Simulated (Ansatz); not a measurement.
Reaction (cleavage of the Si–Ge bond): `F[C@@H]1[O][Ge@H]1[SiH3]` + `BNCC` → `BN([SiH3])CC` + `F[CH]1[O][GeH2]1`

Calculated with Ansatz (gas phase, PBE0-D4/def2-TZVP geometries, no zero-point term in ΔE). CCSD(T)/CBS is the MP2 limit (def2-TZVPP, def2-QZVPP) plus CCSD(T) − MP2 in def2-TZVPP, frozen cores. Functionals use def2-TZVPP. B3LYP here is the variant with VWN-RPA as its local correlation; programs differ in this. For Ge outer-core shells are correlated without core-valence functions, which leaves a few kJ/mol of doubt a bond. Scalar relativity is left out up to krypton. One conformer a species, not always the lowest.

CCSD(T)/CBS gives -0.07 eV.

Another level gave +0.18 eV. Which?
A. MP2/def2-TZVPP
B. r2SCAN-D4/def2-TZVPP
C. B3LYP-D4/def2-TZVPP
D. PBE/def2-TZVPP

D. PBE 0.18, r2SCAN-D4 0.02, B3LYP-D4 -0.02, MP2/def2-TZVPP -0.13 eV.

Largest T1 diagnostic among the species: 0.016.

From PBE to PBE0 (25 % exact exchange), in def2-TZVPP and without D4, ΔE moves by −0.07 eV. The D4 term adds −0.08 eV with B3LYP and −0.04 eV with PBE0; it sums over pairs of atoms, weighted by their polarisabilities, and B3LYP, whose exchange is more repulsive, gets the larger term.
